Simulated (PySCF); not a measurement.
Compound: C₂H₂BF₂N.
SMILES with atom numbers: `[F:1][B:2]([F:3])[C@H:4]1[CH:5]=[N:6]1` (hydrogens: H7 on C4; H8 on C5)

Level of theory: PBE0-D3(BJ)/def2-SVP geometry optimisation, gas phase in PySCF 2.14.0.

Some entries are withheld. Bonds in one row agree within 0.01 Å.

| coordinate | value |
| --- | --- |
| F1–B2, B2–F3 | ? |
| B2–C4 | ? |
| C4–C5 | ? |
| C5=N6 | 1.240 Å |
| C4–N6 | ? |
| C4–H7 | 1.098 Å |
| C5–H8 | 1.092 Å |
| F1–B2–F3 | 117.5° |
| F1–B2–C4 | 121.8° |
| B2–C4–C5 | ? |
| B2–C4–N6 | ? |
| C5–C4–N6 | ? |
| C4–C5–N6 | 69.9° |
| C4–N6–C5 | 61.8° |

Problem. Fill in the missing values.

Solution. 
- F1–B2, B2–F3 = 1.319 Å, drawn single (boron-bound fluorine to three-coordinate boron); 0.09 Å below the sum of covalent radii, 1.41 Å.
- B2–C4 = 1.547 Å, drawn single (three-coordinate boron to sp3 carbon bound to nitrogen); 0.05 Å below the sum of covalent radii, 1.60 Å.
- C4–C5 = 1.465 Å, drawn single (sp3 carbon bound to nitrogen to C=N carbon); 0.03 Å below the sum of covalent radii, 1.49 Å.
- C4–N6 = 1.561 Å, drawn single (sp3 carbon bound to nitrogen to C=N nitrogen); 0.09 Å above the sum of covalent radii, 1.47 Å.
- B2–C4–C5 = 120.6°, at the sp3 carbon bound to nitrogen; the outer atoms are 2.617 Å apart.
- B2–C4–N6 = 116.2°, at the sp3 carbon bound to nitrogen; the outer atoms are 2.639 Å apart.
- C5–C4–N6 = 48.3°, at the sp3 carbon bound to nitrogen, inside a 3-membered ring; the outer atoms are 1.240 Å apart.

Radii are Cordero's, carbon taken as 0.76, 0.73 or 0.69 Å for four, three, and two or fewer neighbours.

No frequency check. One conformer, not necessarily the lowest (F1–B2–C4–C5 157°).

The run took 37 s on one thread, Arm Neoverse N1 (shared host). These figures are those of the optimisation.
